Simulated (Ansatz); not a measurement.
System: C2H2Cl, charge 0, doublet. C2H2Cl (SMILES Cl/C=[C]\[H], doublet).
B3LYP-D3(BJ)/def2-TZVP minimum from Ansatz (a quantum-chemistry and plane-wave program):
```xyz
5

C      1.7016    -0.2584     0.0228
C      0.6654     0.5164     0.0131
Cl    -0.9934    -0.1090    -0.0151
H      1.9960    -1.2918     0.0201
H      0.6906     1.5972     0.0208
```
Charge 0, spin multiplicity 2.

Quantity: atomisation energy (electronic, to ground-state atoms), in kcal/mol. Radicals and triplets start from unrestricted determinants; spin-orbit coupling is neglected. CBS(X,Y): correlation extrapolated as X^-3, Hartree-Fock from the larger set. A bracket is a step between two methods taken in the basis named. Functionals run without relativity, which enters their misses. Double hybrids freeze cores in their MP2 part. 'core' is core correlation in cc-pwCVTZ (1s frozen past Ne), 'X2C' scalar relativity in cc-pVTZ-DK, both at CCSD(T). For partners of very few electrons the exact lower level stands in for a higher one. The UHF reference of C2H2Cl ([H]/[C]=C\Cl, doublet) is spin-contaminated (<S^2> up to 0.20 over the pure value in the sets run).

CCSD(T)/CBS(cc-pV(T+d)Z,cc-pV(Q+d)Z) + [CCSDT(Q) - CCSD(T)]/cc-pV(D+d)Z + core + X2C (Ansatz) gives 425.0 kcal/mol.

What does PBE/def2-TZVPD (Ansatz) give here, and how do the other levels compare?

PBE gives 442.7 kcal/mol, 17.7 kcal/mol above it. Differences of the others: r2SCAN/def2-TZVPD (Ansatz) 6.1; B3LYP/def2-TZVPD (Ansatz) -2.5; PBE0/def2-TZVPD (Ansatz) 6.0; wB97M-V/def2-TZVPD (Ansatz) 0.0; B2PLYP/def2-TZVPD (Ansatz) -5.6; CCSD(T)/CBS(cc-pV(T+d)Z,cc-pV(Q+d)Z) + core + X2C (Ansatz) -0.9 kcal/mol.
